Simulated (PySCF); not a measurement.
## How methods differ on the ionisation energy of Ba⁵³⁺

Ba⁵³⁺ [He] 2s1 (2S) → Ba⁵⁴⁺ 1s2 (1S), as a difference of total energies. Computed with PySCF 2.14 in an even-tempered Gaussian basis (19 s from 29 bohr⁻², ratio 2.2; 8 p from 44 bohr⁻², ratio 2.4; 5 d from 130 bohr⁻², ratio 2.4; 5 f from 200 bohr⁻², ratio 2.4; 4 g from 290 bohr⁻², ratio 2.4), with scalar relativity by spin-free X2C-1e. Correlated levels: nothing frozen; virtual orbitals above 40 to 60 times the deepest correlated orbital energy dropped. The calculations carry no spin-orbit coupling.

```
                 method  ionisation energy (eV)  difference from reference (eV)
                    UHF                 10626.3                            +9.9
                    LDA                 10618.0                            +1.6
                    PBE                 10631.6                           +15.2
                   PBE0                 10630.3                           +13.9
                 r2SCAN                 10623.2                            +6.8
                r2SCAN0                 10624.1                            +7.7
                   PW91                 10632.4                           +16.0
    MP2 (all electrons)                 10626.6                           +10.2
SCS-MP2 (all electrons)                 10626.5                           +10.1
```

Reference: 10616.42 ± 0.05 eV (theoretical estimate listed by NIST; NIST Atomic Spectra Database, ionization energies).

For this ion Breit and QED terms and the two-electron picture change, all absent here, outweigh the differences among the correlated methods.
